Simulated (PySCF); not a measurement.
GeF₂ClBr, SMILES [Cl][Ge]([F])([F])[Br]. Heavy atoms are numbered as in [F:1][Ge:2]([F:3])([Cl:4])[Br:5].

Coordinates come from a TPSSh-D3(BJ)/def2-SVP optimisation.

Computed with M06-2X/def2-TZVP in PySCF.

ESP charges are fitted to the potential on shells at 1.4 to 2.0 van der Waals radii. Atomic charges (e), one atom of each kind:

```csv
atom,Mulliken,Löwdin,ESP fit
F1,-0.36,-0.12,-0.16
Ge2,1.15,-0.12,0.32
Cl4,-0.22,0.18,-0.03
Br5,-0.20,0.19,0.02
```
